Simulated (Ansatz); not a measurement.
`N[SiH2]OCO`, relaxed with RKS PBE0-D4/def2-TZVP in the Gaussian-basis code of Ansatz from a PBE-D4/def2-SVP geometry. The force threshold is 0.005 eV/Å; the program also tests the step.

The species carries charge 0 and has multiplicity 1.

Start:

```xyz
12

N     0.527   -2.254   -0.847
Si    0.542   -0.835    0.141
O    -0.641    0.289   -0.351
C    -0.507    1.655   -0.047
O    -0.400    1.902    1.332
H     0.721   -2.178   -1.848
H    -0.187   -2.965   -0.676
H     0.271   -1.313    1.537
H     1.874   -0.147    0.013
H    -1.389    2.168   -0.502
H     0.423    2.083   -0.491
H    -1.233    1.594    1.740
```

By how much does the energy fall, and how many steps does the optimiser take? (Estimate.)

Computed: 0.08 eV, in 9 steps.

Which bonds change most? (An estimate is asked.)

Ansatz gave: Si2–O3 from 1.705 to 1.660 Å; N1–Si2 from 1.728 to 1.702 Å; C4–H10 from 1.117 to 1.096 Å; C4–H11 from 1.116 to 1.096 Å.

Give the relaxed structure. (An estimate is asked.)

Computed: 
```xyz
12

N     0.486   -2.217   -0.872
Si    0.541   -0.836    0.121
O    -0.628    0.272   -0.282
C    -0.487    1.636   -0.025
O    -0.467    1.927    1.340
H     0.667   -2.165   -1.861
H    -0.124   -2.984   -0.648
H     0.337   -1.319    1.508
H     1.846   -0.143   -0.046
H    -1.317    2.139   -0.532
H     0.465    2.014   -0.415
H    -1.318    1.676    1.712
```
